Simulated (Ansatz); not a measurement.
Stretching the O4–H5 bond in GaH3O (SMILES [OH][GaH2]) (multiplicity 1 held, fragments rigid). Energies count from the point at 0.962 Å.
Geometry at that point (charge 0, multiplicity 1):
```tsv
atom	x (Å)	y (Å)	z (Å)
Ga	-0.2252	-0.2844	0.0258
H	0.0603	-1.2972	1.1723
H	-1.3595	-0.3087	-1.0529
O	0.9382	1.0873	-0.0240
H	0.7756	1.7230	-0.7275
```

Signs of static correlation in cc-pVDZ, with CASSCF(4,3), from Ansatz (an electronic-structure program) runs.

| R (Å) | T1 of restricted CCSD | ⟨S²⟩ of UHF | largest double amplitude of restricted CCSD | weight of the CASSCF reference in MRCISD | CASSCF natural occupations |
|---|---|---|---|---|---|
| 0.770 | 0.016 | 0.000 | 0.055 | 0.924 | 2.00 1.99 0.01 |
| 0.866 | 0.017 | 0.000 | 0.055 | 0.923 | 2.00 1.99 0.01 |
| 0.962 | 0.018 | 0.000 | 0.054 | 0.922 | 2.00 1.98 0.02 |
| 1.058 | 0.018 | 0.000 | 0.053 | 0.921 | 2.00 1.97 0.03 |
| 1.154 | 0.019 | 0.000 | 0.052 | 0.920 | 2.00 1.96 0.04 |
| 1.299 | 0.021 | 0.000 | 0.046 | 0.919 | 2.00 1.93 0.07 |
| 1.443 | 0.023 | (withheld) | 0.087 | 0.919 | 2.00 1.88 0.12 |
| 1.684 | 0.027 | 0.740 | 0.122 | 0.919 | 2.00 1.76 0.24 |
| 1.924 | 0.031 | 0.897 | (withheld) | 0.920 | 2.00 1.60 0.40 |
| 2.213 | 0.038 | 0.967 | 0.446 | 0.921 | 2.00 1.41 0.59 |
| 2.598 | 0.045 | 0.997 | 0.616 | 0.921 | 2.00 1.23 0.77 |
| 3.079 | 0.049 | 1.006 | 0.747 | 0.921 | 2.00 1.11 0.89 |

Problem. Fill in the missing entries.

Solution. 
- 1.443, ⟨S²⟩ of UHF: 0.320
- 1.924, largest double amplitude of restricted CCSD: 0.275

Doubts at one or more of the structures used: active orbitals that take no part (SC-NEVPT2 on CASSCF(4,3)/cc-pVDZ); a restricted determinant that unrestricted orbitals would lower (R-CCSD(T)/cc-pVDZ); other coupled-cluster roots lie near (R-CCSD(T)/cc-pVDZ); a spin-contaminated determinant (U-CCSD(T)/cc-pVDZ); T1 above 0.05 (U-CCSD(T)/cc-pVDZ).
